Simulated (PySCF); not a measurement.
CH₂NO, doublet, at a GFN2-xTB geometry; PBE/def2-SVP (PySCF).

Input for PySCF:
```python
from pyscf import gto, scf, dft

mol = gto.M(
    atom='''
N    -1.08420812    0.03469576   -0.00352205
C     0.16954069   -0.37867263    0.00597592
O     1.21907875    0.20488536    0.00041512
H    -1.34378385    1.02225370   -0.01859874
H    -1.83663339   -0.63217112    0.00407662
''',
    basis='def2-svp',
    spin=1,
    verbose=4,
)

mf = dft.UKS(mol)
mf.xc = 'pbe'
mf.kernel()
```

Output, abridged:

```
PySCF version 2.14.0

[INPUT] verbose = 4
[INPUT] num. atoms = 5
[INPUT] num. electrons = 23
[INPUT] charge = 0
[INPUT] spin (= nelec alpha-beta = 2S) = 1
[INPUT] symmetry False subgroup None
[INPUT] Mole.unit = angstrom
[INPUT] Symbol           X                Y                Z      unit          X                Y                Z       unit  Magmom
[INPUT]  1 N     -1.084208120000   0.034695760000  -0.003522050000 AA   -2.048856408830   0.065565484084  -0.006655709897 Bohr   0.0
[INPUT]  2 C      0.169540690000  -0.378672630000   0.005975920000 AA    0.320385471070  -0.715587561569   0.011292852142 Bohr   0.0
[INPUT]  3 O      1.219078750000   0.204885360000   0.000415120000 AA    2.303724961777   0.387177217333   0.000784463109 Bohr   0.0
[INPUT]  4 H     -1.343783850000   1.022253700000  -0.018598740000 AA   -2.539383447114   1.931779522823  -0.035146524862 Bohr   0.0
[INPUT]  5 H     -1.836633390000  -0.632171120000   0.004076620000 AA   -3.470734098331  -1.194630280660   0.007703695314 Bohr   0.0

nuclear repulsion = 64.4554430017993
number of shells = 24
number of NR pGTOs = 86
number of NR cGTOs = 52
basis = def2-svp
ecp = {}

******** <class 'pyscf.dft.uks.UKS'> ********
method = UKS
initial guess = minao
damping factor = 0
level_shift factor = 0
DIIS = <class 'pyscf.scf.diis.CDIIS'>
diis_start_cycle = 1
diis_space = 8
diis_damp = 0
SCF conv_tol = 1e-09
SCF conv_tol_grad = None
SCF max_cycles = 50
direct_scf = True
direct_scf_tol = 1e-13
number electrons alpha = 12  beta = 11
XC library pyscf.dft.libxc version 7.1.2
    S. Lehtola, C. Steigemann, M. J. T. Oliveira, and M. A. L. Marques,  SoftwareX 7, 1–5 (2018)
XC functionals = pbe
    J. P. Perdew, K. Burke, and M. Ernzerhof,  Phys. Rev. Lett. 77, 3865 (1996)
    J. P. Perdew, K. Burke, and M. Ernzerhof,  Phys. Rev. Lett. 78, 1396 (1997)
    J. P. Perdew, K. Burke, and M. Ernzerhof,  Phys. Rev. Lett. 77, 3865 (1996)
    J. P. Perdew, K. Burke, and M. Ernzerhof,  Phys. Rev. Lett. 78, 1396 (1997)
radial grids:
    Treutler-Ahlrichs [JCP 102, 346 (1995); DOI:10.1063/1.469408] (M4) radial grids

becke partition: Becke, JCP 88, 2547 (1988); DOI:10.1063/1.454033
pruning grids: <function nwchem_prune>
grids dens level: 3
symmetrized grids: False
atomic radii adjust function: <function treutler_atomic_radii_adjust>
small_rho_cutoff = 0
Set gradient conv threshold to 3.16228e-05
tot grids = 61720
init E= -169.279155777829

cycle= 1 E= -168.798366991787  delta_E= 0.481  |g|= 0.559  |ddm|= 1.85
cycle= 2 E= -167.263762449953  delta_E= 1.53  |g|= 1.83  |ddm|= 3.43
cycle= 3 E= -168.903022302685  delta_E= -1.64  |g|= 0.229  |ddm|= 3.13
cycle= 4 E= -168.919347019958  delta_E= -0.0163  |g|= 0.14  |ddm|= 0.274
cycle= 5 E= -168.927169303401  delta_E= -0.00782  |g|= 0.0311  |ddm|= 0.111
cycle= 6 E= -168.927616770533  delta_E= -0.000447  |g|= 0.00928  |ddm|= 0.045
cycle= 7 E= -168.927663288856  delta_E= -4.65e-05  |g|= 0.00203  |ddm|= 0.0149
cycle= 8 E= -168.927665084397  delta_E= -1.8e-06  |g|= 0.000392  |ddm|= 0.00243
cycle= 9 E= -168.927665166969  delta_E= -8.26e-08  |g|= 5.82e-05  |ddm|= 0.000561
cycle= 10 E= -168.927665170103  delta_E= -3.13e-09  |g|= 1.48e-05  |ddm|= 0.000101
cycle= 11 E= -168.927665170372  delta_E= -2.69e-10  |g|= 4.07e-06  |ddm|= 3.9e-05
Extra cycle  E= -168.927665170374  delta_E= -1.71e-12  |g|= 4.83e-06  |ddm|= 9.85e-06
converged SCF energy = -168.927665170374  <S^2> = 0.75180982  2S+1 = 2.001809
```
